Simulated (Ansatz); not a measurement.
Reaction (redistribution): `[SiH3][SiH](S)[AsH2]` + `BN[SiH2]CO` → `BN[SiH]([SiH3])S` + `OC[SiH2][AsH2]`

Program: Ansatz. Geometries: PBE0-D4/def2-TZVP. ΔE: electronic, gas phase. CCSD(T)/CBS adds triple-zeta CCSD(T) − MP2 to the extrapolated MP2 energy (def2 sets, frozen cores). DFT in def2-TZVPP. B3LYP here is the variant with VWN-RPA as its local correlation; programs differ in this. For As outer-core shells are correlated without core-valence functions, which leaves a few kJ/mol of doubt a bond. Scalar relativity is left out up to krypton. One conformer a species, not always the lowest.

(1) Is it downhill or uphill in electronic energy at CCSD(T)/CBS, and by how much? (Best estimate.)

(2) What do these levels give: B3LYP-D4, PBE, r2SCAN, B3LYP, HF/def2-TZVPP, SCS-MP2/def2-TZVPP, CCSD(T)/def2-TZVPP, HF/def2-QZVPP, SCS-MP2/def2-QZVPP, HF/CBS(def2), MP2/CBS(def2), CCSD/CBS(def2)? (An estimate is asked.)

Largest T1 diagnostic among the species: 0.013.

Answers

(1) Computed: Nearly level: ΔE = -0.7 kcal/mol.

(2) The calculation gave: B3LYP-D4 -0.5, PBE -0.2, r2SCAN -0.3, B3LYP -0.1, HF/def2-TZVPP -0.2, SCS-MP2/def2-TZVPP -0.6, CCSD(T)/def2-TZVPP -0.9, HF/def2-QZVPP -0.2, SCS-MP2/def2-QZVPP -0.4, HF/CBS(def2) -0.2, MP2/CBS(def2) -0.4, CCSD/CBS(def2) -0.7 kcal/mol.
